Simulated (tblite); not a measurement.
H4Ge, triplet, at the geometry of the source list (a higher spin typed on purpose: for a closed-shell molecule this is an excited state); GFN1-xTB (tblite 0.6.0).

Here is a job for tblite.
```
$ tblite run mol.xyz --method gfn1 --charge 0 --spin 2 --spin-polarized --json tblite.json --no-restart

# file mol.xyz
5

Ge     0.00070000    -0.00520000     0.00070000
H     -0.60280000    -0.84850000    -1.05720000
H      0.55780000    -0.85190000     1.08020000
H     -1.03980000     0.88740000     0.56100000
H      1.08410000     0.81820000    -0.58470000
```

Q: Write the output that tblite gives for this input, abridged.

A: 
```
xTB calculator
 | screened Coulomb repulsion
 | Coulomb electrostatics
 |  * isotropic Klopman-Ohno-Mataga-Nishimoto electrostatics
 |  * onsite third-order electrostatics
 | DFT-D3(BJ) dispersion correction
 | Interactions (1)
 | [1] spin polarization

halogen bonding energy    0.0000000000000E+00 Eh
repulsion energy          3.4693922868821E-02 Eh
dispersion energy        -6.6801965550553E-04 Eh
interaction energy        0.0000000000000E+00 Eh
number of electrons       8.0000000000000E+00 e
integral cutoff           4.0000000000000E+01 bohr

------------------------------------------------------------
  cycle        total energy    energy error   density error
------------------------------------------------------------
      1     -3.558437082241  -3.5924630E+00   3.4375453E-01
      2     -3.564986325054  -6.5492428E-03   2.0266343E-01
      3     -3.552175106514   1.2811219E-02   1.1484931E-01
      4     -3.564518587068  -1.2343481E-02   3.9652785E-02
      5     -3.563832681543   6.8590552E-04   4.4968275E-02
      6     -3.566195900218  -2.3632187E-03   6.4761377E-03
      7     -3.566196320141  -4.1992242E-07   6.0966812E-03
      8     -3.566224152299  -2.7832158E-05   8.6094429E-04
      9     -3.566218814489   5.3378098E-06   2.6825806E-03
     10     -3.566215765003   3.0494865E-06   3.1803204E-03
     11     -3.566223326553  -7.5615506E-06   1.5824078E-03
     12     -3.566225024534  -1.6979806E-06   8.9656508E-04
     13     -3.566225815818  -7.9128447E-07   8.8186839E-05
     14     -3.566225823463  -7.6450077E-09   8.7537020E-06
------------------------------------------------------------

electronic energy        -3.6002517266767E+00 Eh
total energy             -3.5662258234634E+00 Eh

Post processing:
 | Mayer-Wiberg bond orders

[Info] JSON dump of results written to 'tblite.json'
```
